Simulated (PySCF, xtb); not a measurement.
C₃H₇FSi, SMILES C1C(C[SiH2]1)F.

GFN2-xTB (xtb 6.7.1) at its own geometry gives an orbital gap of 4.86 eV and a dipole moment of 2.71 D.

The structure is a stationary point at ωB97X-D3(BJ)/def2-SVP. This is a generated structure with no PubChem entry under its InChIKey; it may be hypothetical.

What does PBE/def2-TZVP run with PySCF give? (The exact figures need the calculation; the answer reports its results.)

gap 6.50 eV (levels -7.06 and -0.57 eV), dipole 1.30 D.
